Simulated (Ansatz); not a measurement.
`c1ccc2cc3ccccc4cc(c1)c2c43`, relaxed as a singlet with RKS PBE-D4/def2-SVP in Ansatz, starting from the GFN2-xTB geometry. Force threshold 0.03 eV/Å.

Start:

```tsv
atom	x (Å)	y (Å)	z (Å)
C1	0.705	-3.259	-1.348
C2	1.782	-2.507	-1.864
C3	2.146	-1.180	-1.750
C4	1.434	-0.221	-1.024
C5	1.650	1.156	-0.799
C6	0.622	1.663	0.027
C7	0.368	2.938	0.541
C8	-0.704	3.259	1.349
C9	-1.779	2.506	1.869
C10	-2.143	1.179	1.752
C11	-1.437	0.222	1.019
C12	-1.653	-1.155	0.793
C13	-0.625	-1.662	-0.032
C14	-0.369	-2.938	-0.542
C15	0.238	-0.557	-0.315
C16	-0.242	0.558	0.308
H17	0.739	-4.302	-1.649
H18	2.455	-3.104	-2.472
H19	3.049	-0.869	-2.263
H20	2.467	1.732	-1.194
H21	1.058	3.735	0.293
H22	-0.738	4.302	1.651
H23	-2.450	3.101	2.482
H24	-3.041	0.864	2.270
H25	-2.474	-1.726	1.189
H26	-1.056	-3.738	-0.292
```

| step | energy (eV) | largest force component (eV/Å) | SCF passes |
| --- | --- | --- | --- |
| 1 | -16721.1394 | 0.812 | 23 |
| 2 | -16721.3353 | 0.211 | 23 |
| 3 | -16721.3517 | 0.021 | 24 |

Force components are those of the run's own axes.

End:

| atom | x (Å) | y (Å) | z (Å) |
| --- | --- | --- | --- |
| C1 | 0.715 | -3.302 | -1.365 |
| C2 | 1.805 | -2.539 | -1.889 |
| C3 | 2.168 | -1.190 | -1.771 |
| C4 | 1.447 | -0.226 | -1.031 |
| C5 | 1.675 | 1.172 | -0.808 |
| C6 | 0.626 | 1.678 | 0.030 |
| C7 | 0.374 | 2.969 | 0.546 |
| C8 | -0.714 | 3.301 | 1.365 |
| C9 | -1.804 | 2.539 | 1.890 |
| C10 | -2.167 | 1.190 | 1.771 |
| C11 | -1.448 | 0.227 | 1.029 |
| C12 | -1.676 | -1.172 | 0.806 |
| C13 | -0.627 | -1.677 | -0.032 |
| C14 | -0.374 | -2.968 | -0.547 |
| C15 | 0.240 | -0.559 | -0.313 |
| C16 | -0.242 | 0.560 | 0.310 |
| H17 | 0.745 | -4.362 | -1.668 |
| H18 | 2.492 | -3.140 | -2.509 |
| H19 | 3.083 | -0.872 | -2.297 |
| H20 | 2.512 | 1.758 | -1.211 |
| H21 | 1.076 | 3.781 | 0.295 |
| H22 | -0.744 | 4.361 | 1.670 |
| H23 | -2.489 | 3.140 | 2.512 |
| H24 | -3.082 | 0.871 | 2.298 |
| H25 | -2.513 | -1.758 | 1.210 |
| H26 | -1.076 | -3.781 | -0.295 |

By distances, no bond broke or formed. The bond that changes most is C5–H20, from 1.08 to 1.10 Å (atoms count from 1).

No frequencies were taken in this run, so the end may be a saddle point.

It took 15 s on 4 threads of Arm Neoverse V2 on a shared host, peak host memory 0.57 GiB.
